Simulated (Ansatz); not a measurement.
`[NH2][Ga]([Cl])[Br]` + silanol → `[NH2][Ga]([Cl])[O][SiH3]` + HBr at 500 K and 1 bar (ligand exchange at a Ga–Br bond).

Program: Ansatz. Geometries: PBE0-D4/def2-TZVP. ΔE: electronic, gas phase. CCSD(T)/CBS is the MP2 limit (def2-TZVPP, def2-QZVPP) plus CCSD(T) − MP2 in def2-TZVPP, frozen cores. For Br, Ga outer-core shells are correlated without core-valence functions, which leaves a few kJ/mol of doubt a bond. Scalar relativity is left out up to krypton. Each species was taken in one conformer, which may not be the lowest.

```
                   species  CCSD(T)/CBS energy (Eh)  H − E (kJ/mol)  S (J/(mol·K))
     `[NH2][Ga]([Cl])[Br]`              -5013.08446           111.9          416.5
                 `O[SiH3]`               -366.69042           127.5          292.9
`[NH2][Ga]([Cl])[O][SiH3]`              -2805.83543           202.7          485.3
                       HBr              -2573.91920            30.5          213.7
```

H − E and S are ideal-gas, rigid-rotor, harmonic terms from PBE0-D4/def2-TZVP, for one conformer and one mirror image of each species. 1 Eh = 2625.50 kJ/mol, R = 8.31446 J/(mol·K).

Q: By hand: ΔE, ΔH, ΔS and ΔG.

A: ΔE = (-2805.83543) + (-2573.91920) − (-5013.08446) − (-366.69042) = 0.02025 Eh = 53.2 kJ/mol. Δ(H − E) = 202.7 + 30.5 − 111.9 − 127.5 = -6.2, so ΔH = 47.0 kJ/mol. ΔS = 485.3 + 213.7 − 416.5 − 292.9 = -10.4 J/(mol·K). ΔG = 47.0 − 500 × (-10.4)/1000 = 52.2 kJ/mol.

Q: By hand: the equilibrium constant, and the temperature at which ΔG would vanish if ΔH and ΔS stayed fixed.

A: log₁₀ K = −ΔG/(RT ln 10) = -5.5. ΔH and −TΔS have one sign here, so there is no such temperature.

The number of gas molecules stays the same, so ΔS is small and ΔH decides. A doubt of 5 kJ/mol in ΔE shifts log₁₀ K by 0.5 here. Other conformers and mirror images would add mixing entropy, several J/(mol·K) or more a flexible species. Modes under 60 cm⁻¹, often nearly free rotors, make the harmonic entropy too high. These are equilibria of isolated gas molecules and say nothing of rates. Largest T1 diagnostic: 0.012 (customary marks: 0.02 for closed shells, 0.045 for open ones).

ΔS is within the doubt of such terms, so its sign, and with it that verdict, could turn.
